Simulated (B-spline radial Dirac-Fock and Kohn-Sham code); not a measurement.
K-line shifts caused by a second vacancy in Ce¹¹⁺

System: Ce¹¹⁺, [Kr] 4d10 5s1.

Model: Dirac-Fock ΔSCF + Breit + QED. Program: an atomic code on a B-spline grid. Each two-hole energy is an average over J within one jj subconfiguration, not an observable level; in light atoms, where LS coupling holds, the j-resolved values are not observed lines, and for a K spectator the Kα1 hypersatellite is nearly forbidden. Correlation energy is missing from these numbers.

Lines without a spectator: Kα2 (K-L2) 34277.6 eV, Kα1 (K-L3) 34718.8 eV, Kβ3 (K-M2) 39168.4 eV, Kβ1 (K-M3) 39256.9 eV. Shifts in eV with one spectator hole (a dash: not computed, or left out as unreliable):

```
spectator hole     Kα2     Kα1     Kβ3     Kβ1
        K (1s)  +697.3  +728.1  +894.9  +901.7
    L2 (2p1/2)   +80.9  +104.0       –  +213.6
    L3 (2p3/2)   +73.2   +75.3  +180.5       –
    M2 (3p1/2)       –  +13.69  +29.82   +35.7
    M3 (3p3/2)   +9.20       –  +28.87  +28.56
    M4 (3d3/2)   +2.35   -0.79       –       –
    M5 (3d5/2)   -1.61   +0.96       –       –
```

With n spectator holes in 2p, averaged over the 2p shell (energies in eV):

| n | KαLⁿ | step | hypersatellite KαʰLⁿ |
| --- | --- | --- | --- |
| 0 | 34571.7 | – | 35289.5 |
| 1 | 34654.5 | +82.8 | 35374.0 |
| 2 | 34738.7 | +84.2 | 35459.8 |
| 3 | 34824.3 | +85.6 | 35547.1 |
| 4 | 34911.3 | +87.0 | 35635.8 |
| 5 | 34999.7 | +88.4 | 35725.9 |
